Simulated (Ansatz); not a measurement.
`B[S][GaH][Cl]` + `C[SiH2][SiH2]S` → `[SH][GaH][Cl]` + `BS[SiH2][SiH2]C`  (redistribution)

Calculated with Ansatz (gas phase, PBE0-D4/def2-TZVP geometries, no zero-point term in ΔE). CCSD(T)/CBS adds triple-zeta CCSD(T) − MP2 to the extrapolated MP2 energy (def2 sets, frozen cores). Functionals use def2-TZVPP. B3LYP here is the variant with VWN-RPA as its local correlation; programs differ in this. For Ga outer-core shells are correlated without core-valence functions, which leaves a few kJ/mol of doubt a bond. Scalar relativity is left out up to krypton. One conformer a species, not always the lowest.

```csv
level,ΔE (eV)
PBE-D4,-0.09
PBE0-D4,-0.09
B3LYP-D4,-0.09
ωB97X-V,-0.09
PBE,-0.08
HF/def2-QZVPP,-0.05
MP2/def2-QZVPP,-0.08
CCSD/CBS(def2),-0.08
```

What does CCSD(T)/CBS give? (Best estimate.)

Ansatz gave: -0.08 eV. The listed levels differ from it by -0.01, -0.01, -0.01, -0.01, 0.00, 0.03, 0.00, 0.00 eV.

Largest T1 diagnostic among the species: 0.014.
